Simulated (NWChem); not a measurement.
Species: GeSiH5 cation

```xyz
7

Si     0.0084     1.5861    -0.0327
Ge     0.0003    -0.8286    -0.0143
H     -1.0598     1.9665    -0.9887
H      1.3945     1.9592    -0.4068
H     -0.3292     1.8358     1.3980
H     -1.2424    -1.6915    -0.2866
H      1.2227    -1.6915     0.3383
```
Atoms are numbered in this order, from 1.

Program: NWChem. Pople sets run with spherical d functions. Geometry: optimised at PBE0/def2-SVP. GIAO values for the isolated, static molecule; σ is the absolute isotropic shielding, δ = σ(reference) − σ with the isolated reference molecule computed at the same levels (1H: tetramethylsilane, 29Si: tetramethylsilane).

| level | δ Si1 (ppm) | σ Ge2 (ppm) | δ H3 (rotor mean) (ppm) | δ H6 (ppm) | δ H7 (ppm) |
|---|---|---|---|---|---|
| LDA (Slater exchange, VWN5)/pcSseg-1 | -49.4 | -240.0 | 5.45 | 11.55 | 11.55 |
| B3LYP/6-311G** | ? | ? | 5.23 | ? | ? |
| PBE/pcSseg-1 | -57.5 | 5.4 | 5.22 | 10.77 | 10.77 |
| Hartree-Fock/6-31G* | -49.9 | 814.8 | 4.92 | 10.12 | 10.12 |

Problem. Complete the blanks.

Solution. 
- B3LYP/6-311G**, δ Si1 (ppm): -56.8
- B3LYP/6-311G**, σ Ge2 (ppm): 77.6
- B3LYP/6-311G**, δ H6 (ppm): 10.89
- B3LYP/6-311G**, δ H7 (ppm): 10.88
